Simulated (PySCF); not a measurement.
## `[SiH3]NC(=S)C#CC1CC1`: 4 charge schemes on one density

C6H9NSSi.
Numbering: `[SiH3:1][NH:2][C:3](=[S:4])[C:5]#[C:6][CH:7]1[CH2:8][CH2:9]1` (hydrogens: H10, H11, H12 on Si1; H13 on N2; H14 on C7; H15, H16 on C8; H17, H18 on C9)

Geometry (GFN2-xTB, Å), atoms numbered from 1 in this order:
```xyz
18
C6H9NSSi angstrom
Si     4.1918   -0.1743   -0.4706
N      2.5105   -0.6092   -0.1963
C      1.5579    0.3166   -0.3884
S      1.9984    1.8374   -0.8597
C      0.2077   -0.0117   -0.1976
C     -0.9703   -0.2413   -0.0548
C     -2.3604   -0.4899    0.0904
C     -3.2862    0.6775    0.3395
C     -3.2965    0.0033   -0.9890
H      4.3711    0.2028   -1.8655
H      4.5840    0.8496    0.4875
H      4.8220   -1.4645   -0.1766
H      2.2074   -1.5285    0.0914
H     -2.5992   -1.4333    0.5682
H     -2.8409    1.6581    0.4090
H     -4.1161    0.5195    1.0115
H     -4.1321   -0.6288   -1.2483
H     -2.8578    0.5229   -1.8270
```

Density: PBE0/pcSseg-1 (PySCF); schemes: Mulliken, IAO, Hirshfeld and ESP-fitted. One conformer (not necessarily the lowest) at the GFN2-xTB geometry, without solvent, vibrations or thermal averaging.

Q: Atoms with like bonding are taken together and averaged. At which atom do the 4 schemes differ most?

A: At C3: from -0.232 (Mulliken) to +0.171 e (ESP-fitted), 0.403 e apart.

Q: Which atoms carry the highest charge in the Mulliken, IAO, Hirshfeld and ESP-fitted schemes?

A: All schemes agree: Mulliken Si1 (+0.634); IAO Si1 (+0.724); Hirshfeld Si1 (+0.331); ESP-fitted Si1 (+0.502).

Q: For which atoms does the sign change between the 4 schemes (beyond +0.03 e in one, beyond −0.03 e in another)?

A: C3, C5 and C6. Atomic charges aren't observables, and each scheme defines them in its own way.

Q: Tabulate the Mulliken, IAO, Hirshfeld and ESP-fitted charges.

A: In e; atoms taken as equivalent share a row and are averaged (×n: the atom named and its like, n in all):

```
       atom                              environment  Mulliken     IAO  Hirshfeld  ESP-fitted
        Si1                             SiH3 silicon    +0.634  +0.724     +0.331      +0.502
         N2  nitrogen bound to a thiocarbonyl carbon    -0.535  -0.540     -0.173      -0.407
         C3                      thiocarbonyl carbon    -0.232  +0.049     +0.072      +0.171
         S4                      thiocarbonyl sulfur    -0.144  -0.191     -0.175      -0.271
         C5                            alkyne carbon    +0.152  -0.092     -0.072      -0.067
         C6                            alkyne carbon    +0.150  +0.009     -0.009      -0.127
         C7                       propargylic carbon    -0.357  -0.156     -0.027      +0.011
      C8/C9               three-membered-ring carbon    -0.167  -0.271     -0.070      -0.286
H10/H11/H12                            Si–H hydrogen    -0.086  -0.121     -0.079      -0.105
        H13                             N–H hydrogen    +0.197  +0.282     +0.136      +0.309
        H14                         methine hydrogen    +0.147  +0.172     +0.061      +0.141
    H15/H18                       methylene hydrogen    +0.152  +0.166     +0.058      +0.167
    H16/H17                       methylene hydrogen    +0.139  +0.158     +0.057      +0.146
```

Mean size of the charges over all atoms: IAO 0.209 e, Mulliken 0.207 e, ESP-fitted 0.196 e, Hirshfeld 0.092 e. Each set sums to the total charge, 0, to within 0.001 e. The ESP scheme fits charges at the nuclei, held to the total charge, to the electrostatic potential on points at 1.4 to 2.0 times the van der Waals radii.

Some averages cover members that differ in this geometry: H10/H11/H12, Mulliken -0.129 to -0.065; C8/C9, ESP-fitted -0.318 to -0.254; H10/H11/H12, ESP-fitted -0.139 to -0.087; H10/H11/H12, IAO -0.144 to -0.110 e.

Q: How many electrons does the Hirshfeld scheme count on C7?

A: Z − q = 6 − (-0.027) = 6.027.

Q: How closely do the schemes follow one another over all atoms?

A: Correlation coefficient and root-mean-square difference: IAO with ESP-fitted 0.95, 0.089 e; IAO with Hirshfeld 0.95, 0.162 e; Hirshfeld with ESP-fitted 0.94, 0.128 e; Mulliken with IAO 0.90, 0.116 e; Mulliken with Hirshfeld 0.79, 0.177 e; Mulliken with ESP-fitted 0.76, 0.170 e.

These values come from a run that also computed NMR shieldings. The run took 2.0 min of wall time on one thread of an Intel Xeon at 2.50 GHz, no GPU, on a shared host, and the process peaked at 1.0 GiB of memory.
